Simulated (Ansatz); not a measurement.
Reaction (cleavage of the Si–Al bond): `C#C[SiH2][AlH][SiH3]` + `CC[SiH2]O` → `CC[SiH2]O[SiH3]` + `C#C[SiH2][AlH2]`

Calculated with Ansatz (gas phase, PBE0-D4/def2-TZVP geometries, no zero-point term in ΔE). CCSD(T)/CBS adds triple-zeta CCSD(T) − MP2 to the extrapolated MP2 energy (def2 sets, frozen cores). Functionals use def2-TZVPP. B3LYP here is the variant with VWN-RPA as its local correlation; programs differ in this. Each species was taken in one conformer, which may not be the lowest.

```
             level  ΔE (kJ/mol)  difference from CCSD(T)/CBS
            PBE-D4        -38.1                         43.6
         r2SCAN-D4        -56.0                         25.7
           PBE0-D4        -51.6                         30.1
          B3LYP-D4        -87.2                         -5.5
            B2PLYP        -90.8                         -9.1
             B3LYP        -90.2                         -8.5
    MP2/def2-TZVPP        -84.3                         -2.6
CCSD(T)/def2-TZVPP        -80.2                          1.5
     HF/def2-QZVPP       -150.3                        -68.6
    MP2/def2-QZVPP        -86.1                         -4.4
       CCSD(T)/CBS        -81.7                            0
```

Largest T1 diagnostic among the species: 0.015.

The D4 term adds +3.0 kJ/mol with B3LYP and +1.3 kJ/mol with PBE0; it sums over pairs of atoms, weighted by their polarisabilities, and B3LYP, whose exchange is more repulsive, gets the larger term. From PBE to PBE0 (25 % exact exchange), in def2-TZVPP and without D4, ΔE moves by −13.2 kJ/mol. In def2-TZVPP, CCSD(T) changes the Hartree–Fock value by +67.3 kJ/mol (the triples alone add +12.3 kJ/mol) and MP2 by +63.2 kJ/mol.
